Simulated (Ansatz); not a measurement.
Species: BHCl, charge 1, singlet. BHCl+ (parent SMILES [BH]Cl, singlet).
B3LYP-D3(BJ)/def2-TZVP minimum from Ansatz (a program for electronic structure):
```
B
H 1 1.1707
Cl 1 1.5923 2 180.00
```
Charge +1, spin multiplicity 1.

Total energies in cc-pV(Q+d)Z, 10 correlated electrons, 6 frozen orbitals. UHF or UKS for unpaired electrons; spin-orbit terms are left out. Cores are frozen in correlated methods. No relativity. The spin of HBCl+ (parent SMILES [BH]Cl, singlet) was assumed, and the state is the lowest solution found for it.

```tsv
method	program	energy (Eh)	minus CCSDT(Q) (mEh)
HF	Ansatz	-484.49900	319.62
MP2	Ansatz	-484.78081	37.81
CCSD	Ansatz	-484.80261	16.01
CCSD(T)	Ansatz	-484.81712	1.50
CCSDT(Q)	Ansatz	-484.81862	0.00
```

Rough core times of Ansatz's runs on a shared machine: CCSD(T) under 20 s, CCSDT(Q) 5 min.
